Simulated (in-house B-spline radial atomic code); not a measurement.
**Binding energies in Si4+**

NIST's tabulated ground configuration is [He] 2s2 2p6; each binding energy is the energy of the ion with one electron taken from that subshell, relaxed, less that of the parent. All numbers are computed (Dirac-Hartree-Fock, average of configuration; Fermi nucleus of rms radius 3.1224 fm) with an all-electron radial atomic-structure program (B-spline basis), not measured. Energies include first-order Breit, QED and recoil terms.

```csv
subshell,X-ray name,binding energy (eV),-ε (eV),relaxation (eV)
1s,K,1909.4,1932.2,21.4
2s,L1,218,220.5,2.5
2p1/2,L2,165.8,169.0,3.1
2p3/2,L3,165.2,168.3,3.1
```

Relaxation = -ε minus the binding energy without Breit, QED and recoil terms.

Emission lines follow as differences of binding energies, with λ = 12398.42 eV·Å / E:

```tsv
line	holes	energy (eV)	wavelength (Å)
K-L3	1s → 2p3/2	1744.2	7.1084
K-L2	1s → 2p1/2	1743.6	7.1108
```

(1) What screening constant σ does Moseley's law, E = (3/4)·13.6057 eV·(Z - σ)², need for K-L3?

(2) What does it cost to remove two 2s electrons?

(3) What does it cost to remove both a 1s and a 2p3/2 electron?

(4) What does it cost to remove both a 1s and a 2p1/2 electron?

## Answers

(1) σ = 0.93.

(2) 476.37 eV, which is 40.42 eV more than the two single binding energies together.

(3) 2127.9 eV, which is 53.39 eV more than the two single binding energies together.

(4) 2128.8 eV, which is 53.65 eV more than the two single binding energies together.
